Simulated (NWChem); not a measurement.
water (H$_{2}$O); SMILES O

```xyz
3

O      0.0000     0.0000     0.1326
H      0.7626     0.0000    -0.4646
H     -0.7626     0.0000    -0.4646
```
Atoms are numbered in this order, from 1.

The geometry was optimised at B3LYP/6-31G* (spherical d). No frequency run checked for a minimum.

Task: Give the principal values of the shielding tensors (ppm) of O1 from BHandHLYP/pcSseg-1, GIAO (NWChem), with their diamagnetic and paramagnetic parts as GIAO splits them.

Result: 
| atom | σ11 | σ22 | σ33 | isotropic | diamagnetic | paramagnetic |
|---|---|---|---|---|---|---|
| O1 | 311.6 | 330.4 | 351.8 | 331.3 | 384.8 | -53.5 |
